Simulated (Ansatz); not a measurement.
`C=C=C(Cl)O[SiH3]`, charge 0, multiplicity 1.

Task: Give a relaxed structure at PBE0-D4/def2-TZVP (Ansatz). (An estimate is asked.)

Result: The calculation gave: 
Cartesian coordinates in Å:
```
C -0.879 1.638 2.093
C -0.656 0.986 0.992
C -0.455 0.339 -0.119
Cl -0.753 1.126 -1.648
O -0.052 -0.936 -0.198
Si 0.970 -1.592 -1.344
H -0.106 2.239 2.564
H -1.847 1.603 2.587
H 2.158 -0.722 -1.528
H 1.350 -2.898 -0.764
H 0.269 -1.783 -2.634
```
This is one stationary point; other conformers may exist.
